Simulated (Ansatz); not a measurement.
A CCSD(T) single point on CHClFNO2Zr (`O=C=[N][Zr]([OH])([F])[Cl]`).

```yaml
crystal:
  periodic: [false, false, false]
  atoms:
    - {symbol: O, position_ang: [-1.985882, -2.654269, 1.316304]}
    - {symbol: C, position_ang: [-1.286305, -1.779529, 1.003947]}
    - {symbol: N, position_ang: [-0.561100, -0.874498, 0.684490]}
    - {symbol: Zr, position_ang: [0.616105, 0.650765, 0.041728]}
    - {symbol: O, position_ang: [0.090396, 1.166574, -1.698247]}
    - {symbol: F, position_ang: [0.415383, 2.126047, 1.214593]}
    - {symbol: Cl, position_ang: [2.860347, -0.047501, 0.024985]}
    - {symbol: H, position_ang: [-0.148955, 1.412412, -2.587800]}
basis:
  gaussian: {orbitals: def2-SVP}
correlation: {method: ccsd_t}
```

```sh
$ ansatz run in.yaml --threads 2 --pin off --events-out ev --progress --plain --max-ram 32768MiB --backend cuda --devices 0, --max-vram 18GiB
```

Log, shortened:

```
Functional definition: HF
1211 factors; integrals over basis functions are off by at most 7.7e-4 eV
mean field evaluation 1: about -23068.2615 eV, gradient 6.0e1 eV
mean field evaluation 2: about -23068.3991 eV, gradient 6.0e1 eV
mean field evaluation 4: about -23075.0940 eV, gradient 3.8e0 eV
mean field evaluation 8: about -23075.1604 eV, gradient 5.0e-1 eV
mean field -23075.16107134 eV, -847.9965284657 hartree, gradient 1.5e-6 eV, S^2 0.000000; 0 other end points of the search recorded, 0 dependent functions left out
10 core orbitals not correlated: weight in the atoms' cores, before any rotation towards them, 1.000 or more for the frozen orbitals, at most 0.000 for the correlated occupied ones
reference -23075.16107134 eV, -847.9965284657 hartree; 24, 24 occupied and 90, 90 virtual orbitals, 1211 factors
second order -32.71313814 eV of doubles, -0.00000000 eV of singles
cycle   1  -31.77067599 eV  change    9.4e-1 eV  update   1.9e-1
cycle   2  -32.71292957 eV  change   -9.4e-1 eV  update   7.1e-2
cycle   3  -32.94638886 eV  change   -2.3e-1 eV  update   3.2e-2
cycle   4  -32.94866830 eV  change   -2.3e-3 eV  update   9.0e-3
cycle   5  -32.93504739 eV  change    1.4e-2 eV  update   3.1e-3
cycle   6  -32.93498062 eV  change    6.7e-5 eV  update   1.0e-3
cycle   7  -32.93516952 eV  change   -1.9e-4 eV  update   3.8e-4
cycle   8  -32.93498223 eV  change    1.9e-4 eV  update   1.5e-4
cycle   9  -32.93498863 eV  change   -6.4e-6 eV  update   4.4e-5
perturbative correction -1.12272511 eV, -0.0412593866 hartree
Total energy: -23109.21878507 eV, -849.2481263603 hartree
```

Run time 7 s (2 threads of an AMD EPYC 7R13 on a shared host and a share of an NVIDIA H100 80 GB); peak host memory 0.77 GiB.

Correlation energy per correlated electron: -0.710 eV. T1 diagnostic: 0.0184.
